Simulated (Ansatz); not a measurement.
Reaction (silylene formation by 1,1-elimination): `O[SiH2][SiH](O)[SiH3]` → `O[SiH2][SiH3]` + `O[SiH]`

Gas-phase electronic energies from Ansatz, PBE0-D4/def2-TZVP geometries. CCSD(T)/CBS adds triple-zeta CCSD(T) − MP2 to the extrapolated MP2 energy (def2 sets, frozen cores). This one scheme is used for every species. DFT in def2-TZVPP. One conformer a species, not always the lowest.

`O[SiH2][SiH](O)[SiH3]`:

Cartesian coordinates in Å:
```
O 0.340 -2.125 1.525
Si 0.513 -0.469 1.544
Si -0.839 0.085 -0.301
O -1.001 -1.334 -1.145
Si 0.111 1.724 -1.673
H 0.846 -2.646 2.149
H 0.065 0.109 2.844
H 1.947 -0.093 1.378
H -2.164 0.578 0.182
H -0.798 -2.120 -0.628
H -0.730 2.003 -2.868
H 1.467 1.308 -2.124
H 0.242 2.980 -0.882
```

`O[SiH2][SiH3]`:

```xyz
9

O     0.595    1.828   -0.771
Si    0.476    0.183   -0.890
Si   -0.432   -0.791    1.044
H    -0.211    2.321   -0.612
H    -0.362   -0.217   -2.058
H     1.861   -0.299   -1.117
H    -0.564   -2.263    0.858
H    -1.786   -0.230    1.312
H     0.422   -0.533    2.234
```

`O[SiH]`:

```xyz
4

O    -0.109    0.761   -0.115
Si    0.453   -0.790    0.043
H     0.561    1.397   -0.381
H    -0.905   -1.367    0.453
```

CCSD(T)/CBS gives +177.3 kJ/mol.

Q: Another level gave +157.9 kJ/mol. Which?
A. PBE0-D4/def2-TZVPP
B. PBE/def2-TZVPP
C. MP2/def2-TZVPP
D. HF/def2-TZVPP

A: D. HF/def2-TZVPP 157.9, PBE 173.7, MP2/def2-TZVPP 182.0, PBE0-D4 195.0 kJ/mol.

Largest T1 diagnostic among the species: 0.016.

From PBE to PBE0 (25 % exact exchange), in def2-TZVPP and without D4, ΔE moves by +11.4 kJ/mol. The D4 term adds +17.6 kJ/mol with B3LYP and +9.8 kJ/mol with PBE0; it sums over pairs of atoms, weighted by their polarisabilities, and B3LYP, whose exchange is more repulsive, gets the larger term.

B3LYP here is the variant with VWN-RPA as its local correlation; programs differ in this.
